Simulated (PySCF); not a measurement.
C2H5FO2Si.

```xyz
11

C     -1.8598    -0.5302     0.8896
Si    -0.6289     0.5551     0.0144
F     -0.9960     0.6750    -1.5692
C      1.1000    -0.2456     0.2421
O      1.4951    -0.5110     1.3554
O      1.8207    -0.4839    -0.8663
H     -2.8580    -0.0672     0.9259
H     -1.9453    -1.5045     0.3829
H     -1.5137    -0.7070     1.9205
H     -0.5470     1.9298     0.5691
H      2.6653    -0.8840    -0.5800
```
Charge 0, spin multiplicity 1.

The structure is a stationary point at B3LYP-D3(BJ)/def2-SVP. The structure was generated by enumeration; whether it is a known compound was not checked. Other conformers were not sampled.

Computed with B3LYP/pcSseg-1 (PySCF). Non-relativistic, no solvent.

Q: Give the absolute GIAO shielding of each atom: isotropic value and principal components (ppm). (The exact figures need the calculation; the answer reports its results.)

A: 
```tsv
atom	σ(iso)	σ11	σ22	σ33	span
C1	182.0	171.0	186.8	188.2	17.2
Si2	348.4	268.7	364.5	411.9	143.2
F3	363.9	337.4	372.1	382.2	44.8
C4	-8.8	-112.8	12.8	73.5	186.3
O5	-171.0	-484.3	-275.0	246.3	730.5
O6	85.7	-106.3	136.6	226.8	333.1
H7	30.8	26.9	27.8	37.5	10.6
H8	30.8	27.0	28.6	36.9	9.9
H9	30.9	26.3	28.8	37.5	11.2
H10	26.5	23.5	24.8	31.1	7.6
H11	24.9	19.0	23.7	32.2	13.2
```
